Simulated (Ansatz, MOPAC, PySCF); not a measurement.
Pair of molecules: NH3 (SMILES N) (first 4 atoms) with CH2F2 (SMILES FCF); geometry from B3LYP-D3(BJ)/def2-TZVP, rigid monomers moved along the line of their centres of mass till N1···H8 is 2.13 Å.
(charge 0, multiplicity 1):
```
atom    x (Å)    y (Å)    z (Å)
----  -------  -------  -------
N     -0.0090  -0.0988  -0.1190
H     -1.0216  -0.0822  -0.1719
H      0.3188   0.8328  -0.3489
H      0.3213  -0.7233  -0.8461
F     -1.0453  -0.4760   3.3744
C      0.2774  -0.3707   3.0399
F      0.7268   0.8483   3.4684
H      0.3679  -0.4197   1.9540
H      0.8276  -1.1455   3.5773
```

Counterpoise-corrected where a basis set is named; no monomer relaxation. Rows marked so take none.

Rows in 6-31G* carry no dispersion term and start afresh at each structure (6-31G* with six Cartesian d functions). The state that PM3, PM6 reach isn't checked.

Programs: Ansatz (Gaussian basis) for Hartree–Fock, density functionals and correlated methods; MOPAC for PM3, PM6 (differences of heats of formation); PySCF for 6-31G* rows, the dispersion terms. 

### Question
One of these levels gives -0.99 kcal/mol for the interaction energy. Which one is it?
(A) PM6
(B) PBE0-D3(BJ)/def2-TZVPPD
(C) PM3
(D) B3LYP/6-31G* (no counterpoise)

### Answer
C, PM3. The others give -2.41 (PM6), -3.22 (B3LYP/6-31G* (no counterpoise)), -2.85 (PBE0-D3(BJ)/def2-TZVPPD)

Ansatz is an electronic-structure program.
